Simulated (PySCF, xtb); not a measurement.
2,3,3-trifluoroprop-1-ene (C3H3F3), SMILES C=C(F)C(F)F. The values are those of a single conformer.

Harmonic wavenumbers (cm⁻¹) from GFN2-xTB (xtb 6.7.1) at its own minimum, in rising order: 21, 225, 235, 360, 470, 581, 601, 720, 890, 900, 933, 1022, 1071, 1172, 1244, 1299, 1351, 1719, 2909, 3132, 3174.

What does PBE0-D3(BJ)/def2-SVP (PySCF 2.14.0) give at its own minimum? (An estimate is asked for; the answer gives what the named calculation found.)

73, 231, 301, 418, 495, 570, 691, 761, 905, 947, 958, 1163, 1192, 1297, 1380, 1396, 1457, 1794, 3082, 3205, 3322. Paired by order, the mean absolute difference is 78 cm⁻¹ and the zero-point energies are 34.4 and 36.7 kcal/mol.
